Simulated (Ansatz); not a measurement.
Consider the ligand exchange at a W–Cl bond: `C[N]=[W](=[O])([OH])[Cl]` + `CNC` → `C[N]=[W](=[O])([OH])[N](C)C` + HCl.

Isolated molecules relaxed with PBE0-D4/def2-TZVP in Ansatz; ΔE leaves out vibrations. CCSD(T)/CBS is the MP2 limit (def2-TZVPP, def2-QZVPP) plus CCSD(T) − MP2 in def2-TZVPP, frozen cores. This one scheme is used for every species. Functionals use def2-TZVPP. Elements past krypton have def2 core potentials. For W outer-core shells are correlated without core-valence functions, which leaves a few kJ/mol of doubt a bond. One conformer a species, not always the lowest.

CCSD(T)/CBS gives +45.1 kJ/mol.

Question: Another level gave +56.9 kJ/mol. Which?
A. PBE0-D4/def2-TZVPP
B. revPBE-D4/def2-TZVPP
C. r2SCAN/def2-TZVPP
D. LDA (SPW92)/def2-TZVPP

Answer: C. r2SCAN 56.9, revPBE-D4 47.8, PBE0-D4 52.5, LDA (SPW92) 43.2 kJ/mol.

Largest T1 diagnostic among the species: 0.020, so the coupled-cluster value is less sure than usual.

The D4 term adds −12.2 kJ/mol with B3LYP and −7.4 kJ/mol with PBE0; it sums over pairs of atoms, weighted by their polarisabilities, and B3LYP, whose exchange is more repulsive, gets the larger term. In def2-TZVPP, CCSD(T) changes the Hartree–Fock value by −29.4 kJ/mol (the triples alone add −3.1 kJ/mol) and MP2 by −22.6 kJ/mol. At CCSD(T), def2-SVP lies −7.3 kJ/mol from the extrapolated value and def2-TZVPP −4.5 kJ/mol.

CCSD(T)/CBS has its own doubt, a few kJ/mol and more with outer-core shells, so smaller differences from it don't rank the levels.

B3LYP here is the variant with VWN-RPA as its local correlation; programs differ in this.
